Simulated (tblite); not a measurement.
A tight-binding relaxation on `C=C[Se]C([SiH3])([SiH3])C=C`.

Computed with GFN2-xTB geometry optimisation, gas phase (tblite 0.8.0). Start geometry: from a force field or distance geometry. The command runs a driver script over a list of jobs; the input below is this job's line of settings and its coordinates in Å.

Command:
```bash
OMP_NUM_THREADS=1 python probes_run.py task.json out
```

Input:
```
{"job": {"kind": "relax", "xc": "GFN2-xTB", "basis": "xTB"}, "charge": 0, "multiplicity": 1}
C      3.659800    -1.208000    -0.633900
C      2.563200    -0.426800    -0.680500
Se     1.438400    -0.121600     0.829200
C     -0.395800     0.282200     0.390400
Si    -1.373600     0.159500     2.009600
Si    -0.722500     1.937400    -0.313900
C     -0.829100    -0.825100    -0.535200
C     -2.087200    -0.951300    -0.908800
H      4.215400    -1.303000    -1.548500
H      3.975200    -1.728700     0.266800
H      2.308800     0.058300    -1.627800
H     -2.663800     0.857100     1.833300
H     -0.673300     0.834700     3.089300
H     -1.546200    -1.268300     2.287600
H      0.255800     2.949100     0.184700
H     -0.744600     1.964700    -1.772000
H     -2.048400     2.392600     0.187400
H     -0.128900    -1.563800    -0.924000
H     -2.855600    -0.252800    -0.550700
H     -2.352900    -1.775400    -1.586100
```

Output:
```
step      E/eV     max force
  0    -635.26620    2.541
  1    -635.46557    1.362
  2    -635.54682    0.648
  3    -635.57849    0.484
  4    -635.61001    0.376
  5    -635.63584    0.404
  6    -635.64712    0.411
  7    -635.66015    0.292
  8    -635.67468    0.293
  9    -635.68340    0.278
... (145 lines left out)
155    -635.94945    0.026
156    -635.94961    0.030
157    -635.94974    0.025
158    -635.94984    0.024
159    -635.94993    0.020
160    -635.95001    0.024
161    -635.95007    0.020
162    -635.95011    0.018
163    -635.95015    0.015
164    -635.95018    0.010
```

«max force» is the largest atomic force in eV/Å.

Q: From which step on does the largest force stay under 0.1 eV/Å, and how much energy is left to gain from there?

A: From step 117 (0.095 eV/Å), 18.7 meV above the end.

Main results: energy lowered by 15.8 kcal/mol over 164 steps; largest atomic force 0.010 eV/Å at the end.

Q: Where do the atoms end?

A: 0.827 Å rms from the input after alignment:
```
atom  x, y, z in Å
C1     3.3178   -0.7816   -1.0294
C2     2.0405   -0.6483   -0.7099
Se3    1.4155   -0.3299    1.0511
C4    -0.4901    0.1415    0.5979
Si5   -1.3831    0.1477    2.2979
Si6   -0.4187    1.8737   -0.2043
C7    -1.0343   -0.9607   -0.2219
C8    -1.6566   -0.8350   -1.3836
H9     3.6226   -0.9932   -2.0409
H10    4.1016   -0.6857   -0.2958
H11    1.2419   -0.7493   -1.4344
H12   -2.7925    0.4463    2.0404
H13   -0.7703    1.1608    3.1559
H14   -1.2489   -1.1766    2.9084
H15    0.2640    2.7618    0.7348
H16    0.3283    1.8065   -1.4623
H17   -1.7825    2.3517   -0.4501
H18   -0.8996   -1.9533    0.1993
H19   -1.8095    0.1248   -1.8496
H20   -2.0511   -1.6904   -1.9065
```

Hardware: Arm Neoverse V1, one thread, shared host with 32 logical CPUs at a one-minute load of 6.4. Cost: 1.8 s wall.
Labels such as C1 count atoms from 1, the log's own numbers from 0.
